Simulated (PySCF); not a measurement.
Numbering as in the mapped SMILES `[CH2:1]=[CH:2][C:3](=[O:4])[N:5]([CH3:6])[CH3:7]`; H(Xn) means a hydrogen on atom n. Ha(C1) is cis to C3; Hb(C1) is trans to C3.

GIAO shifts from PySCF 2.14 on PBE0-D3(BJ)/def2-SVP geometries (one conformer, non-relativistic, equivalent nuclei averaged), against TMS at the same level and in the same medium; PCM means IEF-PCM chloroform.

Measured (solution, not stated per compound (mostly CDCl3 or CCl4); Pretsch, Buehlmann, Badertscher, Structure Determination of Organic Compounds, 4th ed. (2009)): H(C2) 6.64, Hb(C1) 5.55, Ha(C1) 6.12 ppm.

Question: Which unscaled values do B3LYP/pcSseg-1, gas; PBE0/pcSseg-1, PCM; WP04/pcSseg-1, PCM; wB97X-D/pcSseg-1, PCM give, and how close are they?

Answer: 
```json
{"atoms": "H(C2)", "measured": "6.64", "B3LYP/pcSseg-1, gas": "6.52", "PBE0/pcSseg-1, PCM": "6.89", "WP04/pcSseg-1, PCM": "6.45", "wB97X-D/pcSseg-1, PCM": "6.82"}
{"atoms": "Hb(C1)", "measured": "5.55", "B3LYP/pcSseg-1, gas": "5.90", "PBE0/pcSseg-1, PCM": "6.24", "WP04/pcSseg-1, PCM": "5.89", "wB97X-D/pcSseg-1, PCM": "6.29"}
{"atoms": "Ha(C1)", "measured": "6.12", "B3LYP/pcSseg-1, gas": "6.90", "PBE0/pcSseg-1, PCM": "6.92", "WP04/pcSseg-1, PCM": "6.59", "wB97X-D/pcSseg-1, PCM": "6.98"}
```

Mean absolute error for ¹H: B3LYP/pcSseg-1, gas 0.42, PBE0/pcSseg-1, PCM 0.58, WP04/pcSseg-1, PCM 0.33, wB97X-D/pcSseg-1, PCM 0.59 ppm.

Rotation about the amide-type C–N bond is slow at room temperature, so the two groups on nitrogen are listed apart.
